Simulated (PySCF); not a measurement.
Species: CH₆AsNSi.
Geometry (PBE0-D3(BJ)/def2-SVP, Å), atoms numbered from 1 in this order:
```xyz
10
CH6AsNSi angstrom
N      1.3805   -1.0415   -0.1005
C      1.1684    0.1801   -0.3847
Si    -0.5036    0.9870    0.0392
As    -2.1022   -0.5942    0.7500
H      2.3290   -1.3250   -0.3752
H      1.9370    0.8212   -0.8695
H     -0.2688    1.9992    1.1176
H     -1.0007    1.7258   -1.1643
H     -1.0110   -1.3637    1.4857
H     -1.8782   -1.4100   -0.5194
```

Linear response at PBE0/def2-SVPD (PySCF, frozen core in the response, non-relativistic). Relativistic effects, spin–orbit coupling among them, are left out although an element past zinc is present.

Static isotropic polarisability: 82.10 au (12.17 Å³), principal values 64.8, 85.0, 96.5 au.

What is the polarisability at 1064 nm and at the sodium D line?

83.11 au at 1064 nm (+1.2 %), 85.53 au at 589.3 nm (+4.2 %). The rise at 589.3 nm is 3.40 times that at 1064 nm; a pure ω² law gives 3.26. The lowest singlet lies at 276 nm, shorter than both wavelengths.

What is the isotropic C6 coefficient between two such molecules, C6 = (3/π)∫α(iω)² dω?

2215 au (Eh·bohr⁶) by a ten-point quadrature over imaginary frequencies, which is 1320 eV·Å⁶ or 128 J·nm⁶/mol.

Which effective excitation energy ω̄ makes London's formula C6 = (3/4)α²ω̄ exact here?

ω̄ = 4·C6/(3α²) = 0.438 Eh = 11.9 eV. A one-pole form α(ω) = α/(1 − ω²/ω̄²) fitted to the 1064 nm value gives 10.6 eV. London's choice of the ionisation energy (9.28 eV, ΔSCF at the same level) gives C6 = 1720 au, 22 % too low.

What molar refraction at the D line follows from R = (4π/3)·N_A·α′, with α′ the polarisability volume?

α′ = 12.67 Å³ gives R = 31.97 cm³/mol, for isolated, non-vibrating species.

What n − 1 at the D line would an ideal gas of it have at 273.15 K and 1 atm (2.6868 × 10¹⁹ cm⁻³), by n − 1 = 2π·N·α′?

21.40 × 10⁻⁴, a formal value whether or not that pressure can be reached.

How anisotropic is the static polarisability, by Δα² = ½[(α1 − α2)² + (α2 − α3)² + (α3 − α1)²]?

Δα = 27.8 au, or 0.34 of the isotropic value.

What three-body coefficient follows from the one-pole estimate C9 = (3/4)·α·C6?

136000 au. This is an estimate from the two numbers above, not a computed integral.

The lowest 10 singlets have (eV, f): 4.49, 0.002; 5.34, 0.005; 6.43, 0.054; 6.51, 0.028; 6.56, 0.007; 6.63, 0.007; 6.73, 0.027; 6.88, 0.094; 6.99, 0.094; 7.04, 0.005. What share of the static polarisability do they carry in the sum over states α = Σ f/ω²?

5.32 au, 6.5 % of α; the largest term, 1.46 au, is that of the state at 6.88 eV. Their oscillator strengths add up to 0.32. Higher states carry the rest.

What does −C6/R⁶ come to at R = 8 Å between centres?

-490 J/mol. This is the leading, orientation-averaged term; C8 and higher terms are left out.

One conformer stands for the species.
